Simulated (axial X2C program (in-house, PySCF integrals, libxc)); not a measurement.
Excited states of HgB⁺ by EOM-EE-CCSD

Calculated with an in-house all-electron X2C program for linear molecules (integrals from PySCF): two-component X2C with atomic mean-field Coulomb and Gaunt terms, Gaussian nuclei, basis Hg dyall-acv3z, B dyall-av3z with contracted cores.

R = 2.339 Å (near the PBE0 minimum at charge 1 of the determinant lowest at the starting distance; the state shown can have its own minimum elsewhere).

Hartree–Fock spinors of HgB⁺ (one of each Kramers pair; a window near the gap, which can cut inner shells):

| ω | occupied | ε (eV) | character |
| --- | --- | --- | --- |
| 3/2 | yes | -24.99 | 99% Hg d |
| 1/2 | yes | -23.74 | 83% Hg d, 11% B s |
| 3/2 | yes | -23.05 | 98% Hg d |
| 5/2 | yes | -22.92 | 100% Hg d |
| 1/2 | yes | -20.96 | 49% B s, 28% Hg d, 12% Hg s |
| 1/2 | yes | -15.02 | 42% B p, 38% Hg s, 12% B s |
| 1/2 | no | -5.78 | 42% B p, 34% Hg p, 15% Hg s |
| 1/2 | no | -5.39 | 64% B p, 24% Hg p, 5% Hg s |
| 3/2 | no | -5.35 | 73% B p, 21% Hg p, 4% Hg d |
| 1/2 | no | -2.78 | 50% Hg p, 20% B p, 14% B d |
| 3/2 | no | -2.59 | 56% Hg p, 18% B p, 14% B d |
| 1/2 | no | -2.27 | 57% Hg s, 17% B s, 13% Hg p |

Vertical excitation energies from the closed-shell determinant state of HgB⁺:

| Ω | excitation (eV) | cm⁻¹ | hole of the leading pair | particle of the leading pair | weight of the pair (for Ω = 0 its time-reversed partner can hold as much again) | singles weight |
| --- | --- | --- | --- | --- | --- | --- |
| 0⁻ | 2.149 | 17330 | 34% B pσ, 31% B sσ, 23% Hg sσ | 80% B pπ, 8% Hg pπ | 0.47 | 0.96 |
| 0⁺ | 2.180 | 17581 | 33% B sσ, 33% B pσ, 22% Hg sσ | 87% B pπ, 8% Hg pπ | 0.47 | 0.96 |
| 1 | 2.199 | 17733 | 34% B pσ, 31% B sσ, 23% Hg sσ | 79% B pπ, 8% Hg pπ | 0.54 | 0.96 |
| 2 | 2.254 | 18180 | 34% B sσ, 32% B pσ, 21% Hg sσ | 89% B pπ | 0.95 | 0.96 |
| 1 | 2.572 | 20747 | 40% B pσ, 32% Hg sσ, 18% B sσ | 45% B pσ, 26% Hg pσ, 18% Hg sσ | 0.91 | 0.97 |
| 0⁻ | 2.589 | 20882 | 39% B pσ, 31% Hg sσ, 19% B sσ | 42% B pσ, 24% Hg pσ, 17% Hg sσ | 0.48 | 0.97 |
| 1 | 3.381 | 27272 | 42% B pσ, 37% Hg sσ, 13% B sσ | 85% B pπ, 8% Hg pπ | 0.47 | 0.91 |
| 0⁺ | 5.209 | 42011 | 46% Hg sσ, 39% B pσ | 26% Hg pπ, 24% B pσ, 21% Hg pσ | 0.33 | 0.92 |
| 0⁻ | 5.333 | 43012 | 37% B sσ, 33% Hg sσ, 12% B pσ | 72% B pπ, 20% Hg pπ | 0.35 | 0.88 |

This point took 61 s on 1 thread of Intel(R) Xeon(R) Platinum 8375C CPU @ 2.90GHz (Ice Lake), on a shared host.

Reference electrons by ω block (each with its −ω partner): 1/2: 24, 3/2: 12, 5/2: 5, 7/2: 1. 14 electrons of HgB⁺ correlated (inner shells frozen), 88 natural virtual spinors (a truncated set); levels can be off by some tenths of an eV. Roots sought by Ω: (0: 5, 1: 4, 2: 3, 3: 1); the list ends where they run out and leaves out roots under 60 % singles weight. The solver can skip a root, and states that need a further excitation, which the method places far too high, are missing though they may lie low or lowest. T1 of the reference 0.023 (Lee–Taylor). Number of frozen shells: Hg 5 s, 4 p, 2 d, 1 f; B 1 s.
